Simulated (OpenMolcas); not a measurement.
Computed levels of 3d7 in ions with 25 electrons, in cm-1 above 4F 9/2.

| Quantity | Value |
| --- | --- |
| Program | OpenMolcas 26.06 |
| Method | RASSCF |
| Basis | ANO-RCC-VTZP |
| Scalar Hamiltonian | DKH2, point nucleus |
| Spin-orbit coupling | state interaction with AMFI integrals over the reference wave functions, term energies averaged over their components |

Active space for each ion: 13 electrons in 8 orbitals (RAS1 3p, at most 2 holes; RAS2 3d).

```csv
Level,Co2+,Cu4+
4F 7/2,857,1552
4F 5/2,1485,2665
4F 3/2,1916,3418
4P 5/2,17357,22818
4P 3/2,17613,23169
4P 1/2,18031,24002
2G 9/2,18821,24857
2G 7/2,19612,26311
2P 3/2,22423,29696
```

**Question.** Estimate 4F 3/2, 4P 5/2, 4P 3/2 for Ni3+ from its neighbours Co2+ and Cu4+.

**Answer.** 4F 3/2 is fine structure, which grows about as the fourth power of a screened charge, so the fourth roots are averaged: ((1916^0.25 + 3418^0.25) / 2)^4 = 2586. The calculation gives 2557, so the estimate is off by +1.1 %; the measured value is 2621 (Corliss and Sugar, J. Phys. Chem. Ref. Data 10, 197 (1981)).
4P 5/2 is another term, which grows about linearly with the charge: (17357 + 22818) / 2 = 20088. The calculation gives 20296, so the estimate is off by -1.0 %; the measured value is 18119 (Corliss and Sugar, J. Phys. Chem. Ref. Data 10, 197 (1981)).
4P 3/2 is another term, which grows about linearly with the charge: (17613 + 23169) / 2 = 20391. The calculation gives 20609, so the estimate is off by -1.1 %; the measured value is 18367 (Corliss and Sugar, J. Phys. Chem. Ref. Data 10, 197 (1981)).

Mixed levels, with the weight of the term that names them: Cu4+ 2P 3/2 (74 %).

Without dynamic correlation excited terms often stand tens of per cent too high (terms of higher spin than the ground term too low), and those without a measured partner can miss by more than the paired ones. Active for correlation alone: 3p; no level in the range computed is led by a configuration that opens it, so any true level of that kind is missing. Computed and measured levels are paired by configuration, term and J; levels that our copy of the source lacks, or whose pairing is in doubt (as where it misses far off the trend of its configuration), stay unpaired and out of the deviations. Levels of configurations outside the active space are missing.
